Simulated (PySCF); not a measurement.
**¹⁷O chemical shifts**

One computed conformer, averaged over atoms made equivalent by symmetry, fast rotation or ring inversion, no solvent model, no relativistic terms. GFN2-xTB structure; shielding tensors at PBE0/pcSseg-1 (GIAO); PySCF 2.14.0 with density-fitted response routines.

Shieldings were converted by a linear fit to measured shifts: ¹⁷O (scatter 10.7 ppm rms, 12.2 ppm with the 3 outliers that the fit left out vs liquid water, solution or neat liquid). A few per cent of atoms miss by over 2 rms, more outside the fitted compound classes.

Question: Give the ¹⁷O shifts of `C=C(F)C(=O)CC`, `Fc1ccc2c(c1Cl)OCC2`, `[O-][n+]1ccc(C(F)F)cc1`.

Answer: 
```json
{"compound": "C=C(F)C(=O)CC", "environment": "ketone oxygen", "δ (ppm)": "536.2"}
{"compound": "Fc1ccc2c(c1Cl)OCC2", "environment": "ether oxygen", "δ (ppm)": "83.5"}
{"compound": "[O-][n+]1ccc(C(F)F)cc1", "environment": "oxygen bonded to N", "δ (ppm)": "416.5"}
```

Question: Match the shifts 583.6, 536.2, 416.5, 96.3, 3.2 ppm to `FC(F)OC1CCC1`, `C[C@@H]1OC[C@H](F)[C@@H]1F`, `C=C(F)C(=O)CC`, `[O-][n+]1ccc(C(F)F)cc1`, `CC(=O)CP(C)C`.

Answer: 583.6: CC(=O)CP(C)C (ketone oxygen); 536.2: C=C(F)C(=O)CC (ketone oxygen); 416.5: [O-][n+]1ccc(C(F)F)cc1 (oxygen bonded to N); 96.3: FC(F)OC1CCC1 (ether oxygen); 3.2: C[C@@H]1OC[C@H](F)[C@@H]1F (ether oxygen).
